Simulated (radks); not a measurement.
Species: the platinum ion Pt9+. Configuration: [Xe] 4f14 5d1. All-electron calculation, scalar-relativistic Kohn-Sham, exchange-only LDA, spin-polarised, spherical densities, point nucleus; open shells are filled with parallel spins first (spin-orbit coupling, left out, can overturn this in heavy ions). Program: a radial shooting solver on a logarithmic mesh with Libxc functionals.

Normalised radial functions P(r) = r R(r), r in bohr:

```
   r/bohr * 5p up, o 5p down (the largest magnitude, 1.17, reaches the edge; | marks zero, & curves that meet)
  0.00169                             &
 0.002236                             &
 0.002935                             &
 0.003883                             |&
 0.005138                             |&
 0.006744                             |&
 0.008923                             | &
  0.01181                             |  &
   0.0155                             |   &
   0.0205                             |    &
  0.02713                             |      &
  0.03561                             |      &
  0.04712                             |     &
  0.06185                             |  &
  0.08183                           & |
   0.1083                     &       |
   0.1421                   &         |
    0.188                        &    |
   0.2488                             |     &
   0.3266                             |              &
   0.4321                             |         &
   0.5717                       &     |
   0.7504       &                     |
   0.9929  &                          |
    1.303         &                   |
    1.724                    &        |
    2.282                           & |
    2.995                             &
    3.963                             &
```

5p up: eigenvalue -193.34 eV, 3 radial nodes at r = 0.0739, 0.214, 0.524 bohr, <r> = 1.03 bohr, 90 % of the charge inside 1.47 bohr. 5p down: eigenvalue -192.20 eV, 3 radial nodes at r = 0.0739, 0.214, 0.524 bohr, <r> = 1.03 bohr, 90 % of the charge inside 1.47 bohr.
